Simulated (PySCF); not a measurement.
# Telling isomers of C4H5F3O2 apart by NMR

[PySCF 2.14: geometry: GFN2-xTB; NMR shieldings at PBE0/pcSseg-1/GIAO; fast rotation and ring inversion assumed for equivalent nuclei; relativity neglected; gas phase; one conformer]

Shifts are taken against calculated references (same method and geometry level): TMS for ¹H and ¹³C. Splittings of carbon signals by F and P are missing where no couplings were computed. Where no couplings were computed, multiplicities follow the n + 1 count of equivalent neighbours, and m marks all less simple cases (inequivalent or close neighbours, rings, F or P nearby). Shifts are as computed. Against solution values, carbons near 30 ppm lie about +3 ppm off and those near 130 ppm about +5 ppm. Of 1211 compounds with measured shifts, 218 miss one by over three times the rms of a fit or turn the order of signals round; such compounds aren't used in these exercises.

(1) Tabulate the signals of `O=CCCOC(F)(F)F`, `F[C@H]1OCCOC1(F)F` and their relative energies.

(2) What is the quickest way to tell O=CCCOC(F)(F)F from F[C@H]1OCCOC1(F)F?

## Answers

(1) 
| SMILES | carbon types | δC | δH | E rel. (kcal/mol) |
| --- | --- | --- | --- | --- |
| O=CCCOC(F)(F)F | 1×C 1×CH 2×CH2 | 202.9, 130.8, 66.4, 48.4 | 10.07 (t, 1H), 4.50 (t, 2H), 2.99 (m, 2H) | 0.0 |
| F[C@H]1OCCOC1(F)F | 1×C 1×CH 2×CH2 | 124.0, 106.0, 68.7, 61.8 | 5.54 (m, 1H), 4.75 (m, 1H), 4.66 (m, 1H), 4.04 (m, 1H), 3.61 (m, 1H) | 4.8 |

Energies are electronic energies at PBE0/pcSseg-1 on these geometries, without zero-point or thermal terms, each for the one conformer computed, which needn't be the lowest.

(2) Both give the same number of carbon signals, with the same numbers of each carbon type, so the positions decide. The first has an aldehyde carbonyl carbon (CH) at 202.9 ppm, the second an sp3 CH bonded to F and O at 106.0 ppm. Their most deshielded carbons lie at 202.9 and 124.0 ppm. In the proton spectra the most deshielded non-exchanging signals are 10.07 (t, 1H) and 5.54 (m, 1H).
